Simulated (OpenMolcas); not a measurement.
## What dynamic correlation does to the levels of Sb

```json
{
  "Program": "OpenMolcas 26.06",
  "Basis": "ANO-R2 [7s6p4d2f1g]",
  "Scalar Hamiltonian": "X2C, finite nucleus",
  "Active space": "3 electrons in 3 orbitals (5p)",
  "State averaging": "2S+1 = 4 odd, 1 root; 2S+1 = 2 odd, 8 roots",
  "Spin-orbit coupling": "RASSI with atomic mean-field integrals over the reference wave functions, term energies averaged over their components"
}
```

Methods on the same reference wave functions:
A. CASSCF
B. SS-CASPT2, IPEA 0.25 Eh, imaginary shift 0.1 Eh (closed shells correlated: 4d 5s)

Energies in cm-1 above 5s2 5p3 4S* 3/2, the measured ground level; measured values from NIST Handbook of Basic Atomic Spectroscopic Data.

```csv
Level,A,B,Measured
5s2 5p3 4S* 3/2,0.0,0.0,0.0
5s2 5p3 2D* 3/2,12496,10170,8512
5s2 5p3 2D* 5/2,13448,11230,9854
5s2 5p3 2P* 1/2,22039,18540,16395
5s2 5p3 2P* 3/2,23355,20040,18464
```

Deviations, from unrounded energies. A percentage is the sum of absolute deviations over the sum of measured energies, with the sign that they share, or ± where signs differ.

| Against measurement | Levels | A | B |
| --- | --- | --- | --- |
| mean absolute deviation (cm-1) | 4 | 4500 | 1700 |
| other terms of the ground configuration (%) | 4 | +34.0 | +12.7 |

B lies closest to measurement on these levels. The largest miss of B in the table is 5s2 5p3 2P* 1/2, by +2100 cm-1. The ranking rests on the paired levels alone, and a cruder setting can come out closer through cancelling errors.

From A to B the spin-free energies of the other terms of 5s2 5p3 shown, above 4S*, scale by factors of 0.82 to 0.84.

The lowest spin-free term lies below A's lowest term by 0.518 hartree in B.

CASPT2 breaks the degeneracy within a term, and the mean is taken; among the terms shown or strongly mixed into the levels shown the widest spread is 150 cm-1 (5s2 5p3 2D*, B). With the s shell closed, the reference lacks s² → p² mixing. Some terms miss by over 15 % even with CASPT2, which points to a basis or an active space too small for the shells correlated (holds for B). Computed and measured levels are paired by configuration, term and J; levels that our copy of the source lacks, or whose pairing is in doubt (as where it misses far off the trend of its configuration), stay unpaired and out of the deviations. Only configurations of the active space appear.

* marks odd parity.
